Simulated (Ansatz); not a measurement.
# Molecular dynamics of AlFH4O2Si

The input (input.yaml):

```yaml
crystal:
  periodic: [false, false, false]
  atoms:
    - { symbol: Al, position_ang: [-0.187279, -0.131155, 0.085826] }
    - { symbol: O, position_ang: [-0.165465, -0.050666, 1.787635] }
    - { symbol: H, position_ang: [-0.902214, 0.340145, 2.28299] }
    - { symbol: O, position_ang: [1.11383, -0.818515, -0.74333] }
    - { symbol: Si, position_ang: [2.456601, -1.530406, -1.411397] }
    - { symbol: H, position_ang: [2.043313, -2.672109, -2.300928] }
    - { symbol: H, position_ang: [3.216126, -0.523156, -2.232449] }
    - { symbol: H, position_ang: [3.36504, -2.061177, -0.334554] }
    - { symbol: F, position_ang: [-1.485551, 0.464139, -0.781793] }
basis:
  gaussian: { orbitals: def2-SVP }
hamiltonian:
  xc: pbe
  dispersion: d4
md:
  timestep: 1.0
  n_steps: 250
  ensemble: nvt_langevin
  temperature: 200.0
  initial_velocities: maxwell_boltzmann
  seed: 526510
  friction: 0.001
```

Command:

```bash
$ ansatz run input.yaml --threads 2 --pin off --max-ram 3072MiB --backend cpu --events-out ev --progress --plain --runs-dir out
```

It starts from a relaxed structure.

Output, in part (step lines, the closing report, with atoms numbered from 0):

```
md step     0: t =     0.00 fs  T =   177.8 K  F+E_penalty+E_count = -21331.65915398 eV  E_kin = 0.206816 eV  (26 SCF iters)
[... lines left out ...]
Total energy: -21331.55319623 eV, -783.9201209154 hartree
Atom 0 at     0.048330     0.190163     0.238198 Å, force    -0.224664     0.683389    -0.298516 eV/Å
Atom 1 at    -0.224117     0.435293     1.883204 Å, force    -0.617154     0.445151     0.900986 eV/Å
Atom 2 at    -0.851692     1.115705     2.228073 Å, force     0.607271    -0.601025    -0.363277 eV/Å
Atom 3 at     1.007601    -1.062323    -0.333925 Å, force     0.066644    -0.559533    -0.303403 eV/Å
Atom 4 at     1.616188    -2.002260    -1.582831 Å, force    -0.467901     0.764995    -0.191216 eV/Å
Atom 5 at     0.543244    -2.769697    -2.339891 Å, force     0.098416     0.105885     0.206957 eV/Å
Atom 6 at     2.248559    -1.036693    -2.583243 Å, force     0.091569    -0.418069     0.186275 eV/Å
Atom 7 at     2.532006    -2.959799    -0.936145 Å, force     0.460744    -0.320942    -0.038727 eV/Å
Atom 8 at    -0.586484     1.331424    -0.811929 Å, force    -0.014925    -0.099850    -0.099078 eV/Å
Dipole moment:    -0.107731    -0.011379     0.102532 e Å
```

The steps, from the saved trajectory:

| time (fs) | T (K) | potential energy less start (eV) |
| --- | --- | --- |
| 0 | 178 | 0.000 |
| 8 | 150 | 0.058 |
| 16 | 143 | 0.057 |
| 24 | 130 | 0.078 |
| 32 | 110 | 0.093 |
| 40 | 127 | 0.089 |
| 48 | 145 | 0.067 |
| 56 | 134 | 0.062 |
| 64 | 126 | 0.089 |
| 72 | 159 | 0.055 |
| 80 | 106 | 0.118 |
| 88 | 114 | 0.116 |
| 96 | 132 | 0.105 |
| 104 | 123 | 0.116 |
| 112 | 122 | 0.114 |
| 120 | 121 | 0.080 |
| 128 | 126 | 0.083 |
| 136 | 109 | 0.097 |
| 144 | 130 | 0.077 |
| 152 | 118 | 0.099 |
| 160 | 129 | 0.105 |
| 168 | 148 | 0.076 |
| 176 | 126 | 0.097 |
| 184 | 126 | 0.102 |
| 192 | 133 | 0.092 |
| 200 | 126 | 0.100 |
| 208 | 97 | 0.126 |
| 216 | 106 | 0.102 |
| 224 | 120 | 0.100 |
| 232 | 119 | 0.091 |
| 240 | 142 | 0.064 |
| 248 | 106 | 0.091 |

The run went to its last step. The mean temperature of the second half is 39 % below the set value. A run of 0.25 ps of so small a system gives no equilibrium averages.

The same pairs are bonded in the first frame and the last. Pairs count as bonded within 1.25 times the sum of covalent radii (0.12 Å more for H–H).

Last frame:

```xyz
9
Properties=species:S:1:pos:R:3
Al 0.048 0.190 0.238
O -0.224 0.435 1.883
H -0.852 1.116 2.228
O 1.008 -1.062 -0.334
Si 1.616 -2.002 -1.583
H 0.543 -2.770 -2.340
H 2.249 -1.037 -2.583
H 2.532 -2.960 -0.936
F -0.587 1.331 -0.812
```

Run time: 2.3 min on 2 threads of AMD EPYC 9R45 96-Core Processor (Zen 5), with other jobs on the host, peak memory 0.15 GiB.
